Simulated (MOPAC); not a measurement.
MOPAC input (AM1):

```
AM1 FORCE THERMO(298,298) PRECISE LET UHF MS=0.5 GEO-OK AUX(PRECISION=9) THREADS=1
C4H7Cl2

C    -2.46321612 1    0.53648591 1    0.49289849 1
C    -1.19814102 1   -0.01266069 1   -0.12141161 1
C     0.03204297 1    0.58392727 1    0.54270060 1
C     1.26750500 1    0.24313949 1   -0.16746883 1
Cl    2.68951327 1    1.03945775 1    0.17151199 1
Cl   -1.18357568 1   -1.78140556 1    0.00834885 1
H    -2.50722412 1    1.64213769 1    0.33467142 1
H    -3.36350423 1    0.07425087 1    0.02030270 1
H    -2.49463729 1    0.33274935 1    1.59056869 1
H    -1.17888023 1    0.18994905 1   -1.22388596 1
H     0.10235725 1    0.22518083 1    1.60865669 1
H    -0.09605647 1    1.70241502 1    0.58260560 1
H     1.31766077 1   -0.56112067 1   -0.90297101 1
```

Output:

```
 *******************************************************************************
 **                                                                           **
 **                              MOPAC v23.2.5                                **
 **                                                                           **
 *******************************************************************************
 ** MOPAC's Digital Object Identifier: https://doi.org/10.5281/zenodo.6511958 **
 **                                                                           **
 ** Please cite the open-source release paper for use of this MOPAC version:  **
 ** J. E. Moussa and J. J. P. Stewart (2026)                                  **
 ** MOPAC: An open-source semiempirical molecular orbital program             **
 ** J. Open Source Softw., 11(119), 8025, https://doi.org/10.21105/joss.08025 **
 *******************************************************************************

                              AM1 CALCULATION RESULTS

 *******************************************************************************
 *  AM1        - The AM1 Hamiltonian to be used
 *  GEO-OK     - OVERRIDE INTERATOMIC DISTANCE AND OTHER SAFETY CHECKS
 *  UHF        - UNRESTRICTED HARTREE-FOCK CALCULATION
 *  MS=        - IN MECI, MAGNETIC COMPONENT OF SPIN =  0.5
 *  LET        - OVERRIDE SOME SAFETY CHECKS
 *  PRECISE    - TIGHTER CRITERIA TO BE USED
 *  FORCE      - FORCE CALCULATION SPECIFIED
 *  AUX        - OUTPUT AUXILIARY INFORMATION
 *  THERMO     - THERMODYNAMIC QUANTITIES TO BE CALCULATED
 *******************************************************************************
AM1 FORCE THERMO(298,298) PRECISE LET UHF MS=0.5 GEO-OK AUX(PRECISION=9) THREADS=1
 C4H7Cl2

   ATOM   CHEMICAL          X               Y               Z
  NUMBER   SYMBOL      (ANGSTROMS)     (ANGSTROMS)     (ANGSTROMS)

     1       C         -2.46321612  *   0.53648591  *   0.49289849  *
     2       C         -1.19814102  *  -0.01266069  *  -0.12141161  *
     3       C          0.03204297  *   0.58392727  *   0.54270060  *
     4       C          1.26750500  *   0.24313949  *  -0.16746883  *
     5      Cl          2.68951327  *   1.03945775  *   0.17151199  *
     6      Cl         -1.18357568  *  -1.78140556  *   0.00834885  *
     7       H         -2.50722412  *   1.64213769  *   0.33467142  *
     8       H         -3.36350423  *   0.07425087  *   0.02030270  *
     9       H         -2.49463729  *   0.33274935  *   1.59056869  *
    10       H         -1.17888023  *   0.18994905  *  -1.22388596  *
    11       H          0.10235725  *   0.22518083  *   1.60865669  *
    12       H         -0.09605647  *   1.70241502  *   0.58260560  *
    13       H          1.31766077  *  -0.56112067  *  -0.90297101  *

          CARTESIAN COORDINATES

    NO.       ATOM           X           Y           Z

     1         C         -2.4632      0.5365      0.4929
     2         C         -1.1981     -0.0127     -0.1214
     3         C          0.0320      0.5839      0.5427
     4         C          1.2675      0.2431     -0.1675
     5        Cl          2.6895      1.0395      0.1715
     6        Cl         -1.1836     -1.7814      0.0083
     7         H         -2.5072      1.6421      0.3347
     8         H         -3.3635      0.0743      0.0203
     9         H         -2.4946      0.3327      1.5906
    10         H         -1.1789      0.1899     -1.2239
[...]
 TRANSITION DIPOLE   0.1565         C  1 -- H  8         +17.9% ( 43.5%)     87.8%
 TRAVEL (Ang.)       0.2127         C  1 -- H  9         +10.6% ( 33.4%)     78.1%
 REDUCED MASS        0.4871         C  3 -- H 12          +2.8% ( 17.0%)     98.2%
 EFFECTIVE MASS      1.4688
 FORCE CONSTANT      2.6853

 VIBRATION         30   30A           ATOM PAIR      ENERGY CONTRIBUTION    RADIAL
 FREQUENCY          3060.34         C  3 -- H 12         +40.2% ( 63.1%)     97.4%
 TRANSITION DIPOLE   0.1366         C  3 -- H 11         +35.7% ( 59.4%)     96.7%
 TRAVEL (Ang.)       0.2642         C  1 -- H  8         +13.0% ( 35.9%)     99.2%
 REDUCED MASS        0.3156         C  1 -- H  9          +5.9% ( 24.2%)     91.8%
 EFFECTIVE MASS      1.2919
 FORCE CONSTANT      1.7414

 VIBRATION         31   31A           ATOM PAIR      ENERGY CONTRIBUTION    RADIAL
 FREQUENCY          3066.41         C  1 -- H  9         +43.5% ( 67.4%)     98.5%
 TRANSITION DIPOLE   0.2794         C  1 -- H  8         +33.9% ( 59.5%)     96.3%
 TRAVEL (Ang.)       0.2598         C  2 -- H 10          +8.6% ( 29.9%)     99.8%
 REDUCED MASS        0.3258         C  3 -- H 11          +5.8% ( 24.5%)     97.2%
 EFFECTIVE MASS      1.4533
 FORCE CONSTANT      1.8048

 VIBRATION         32   32A           ATOM PAIR      ENERGY CONTRIBUTION    RADIAL
 FREQUENCY          3154.59         C  1 -- H  8         +35.6% ( 57.5%)     96.8%
 TRANSITION DIPOLE   0.1114         C  1 -- H  9         +35.3% ( 57.2%)     96.7%
 TRAVEL (Ang.)       0.2550         C  1 -- H  7         +28.7% ( 51.6%)     95.4%
 REDUCED MASS        0.3286         C  1 -- C  2          +0.2% (  4.7%)     99.1%
 EFFECTIVE MASS      1.1278
 FORCE CONSTANT      1.9269

 VIBRATION         33   33A           ATOM PAIR      ENERGY CONTRIBUTION    RADIAL
 FREQUENCY          3198.18         C  4 -- H 13         +97.8% ( 99.7%)    100.0%
 TRANSITION DIPOLE   0.4110         C  4 -- Cl 5          +0.9% (  9.5%)     17.7%
 TRAVEL (Ang.)       0.1514         C  3 -- C  4          +0.9% (  9.4%)     32.0%
 REDUCED MASS        0.9203         C  3 -- H 12          +0.3% (  5.4%)     96.6%
 EFFECTIVE MASS      1.4213
 FORCE CONSTANT      5.5458

      SYMMETRY NUMBER FOR POINT-GROUP C1  =  1

          SYSTEM IS A GROUND STATE

 C4H7Cl2

          MOLECULE IS NOT LINEAR

          THERE ARE 33 GENUINE VIBRATIONS IN THIS SYSTEM
          THIS THERMODYNAMICS CALCULATION IS LIMITED TO
          MOLECULES WHICH HAVE NO INTERNAL ROTATIONS

                    CALCULATED THERMODYNAMIC PROPERTIES
                                          *
   TEMP. (K)   PARTITION FUNCTION   H.O.F.    ENTHALPY  HEAT CAPACITY ENTROPY
                                   KCAL/MOL   CAL/MOLE    CAL/K/MOL  CAL/K/MOL

 298.00  VIB.     0.3283D+03                  3051.4998    19.2035    21.7535
         ROT.     0.4463D+06                   888.2803     2.9808    28.8318
         INT.     0.1465D+09                  3939.7801    22.1843    50.5853
         TRA.     0.1367D+28                  1480.4672     4.9680    40.4048
         TOT.                      -18.113    5420.2473    27.1523    90.9901

   *: NOTE: HEATS OF FORMATION ARE RELATIVE TO THE
            ELEMENTS IN THEIR STANDARD STATE AT 298K
              (=  Standard Enthalpy of Formation).

            Hvib:  Zero-point energy is not included.
                   frequencies of less than zero cm-1 are not included.
            Hrot = (3/2)RT
            Htra = (3/2)RT + pV = (5/2)RT

            Heat capacity is Cp, not Cv

          For more information, see: HTTP://OpenMOPAC.net/Manual/thermochemistry.html

           FORCE CONSTANT IN CARTESIAN COORDINATES (Millidynes/A)

    ATOM   CHEMICAL       X               Y               Z
   NUMBER   SYMBOL  FORCE CONSTANT  FORCE CONSTANT  FORCE CONSTANT

      1       C        8.601968        8.246869        8.122934
      2       C        8.704873        7.960246        6.600188
      3       C        9.759167        8.495961        7.479574
      4       C        9.701642        7.703481        1.376351
      5      Cl        1.547904        3.836192        0.296366
      6      Cl        0.953924        1.456570        2.631612
      7       H        1.308126        1.560427        3.853655
      8       H        1.378742        4.737685        0.657270
      9       H        1.385264        1.799927        3.577496
     10       H        1.344873        1.930919        3.416699
     11       H        0.940932        1.629005        3.974198
     12       H        1.774693        1.937075        2.903101
     13       H        2.489907        3.893642        0.183512

 **********************
 *                    *
 * JOB ENDED NORMALLY *
 *                    *
 **********************

 == MOPAC DONE ==
```
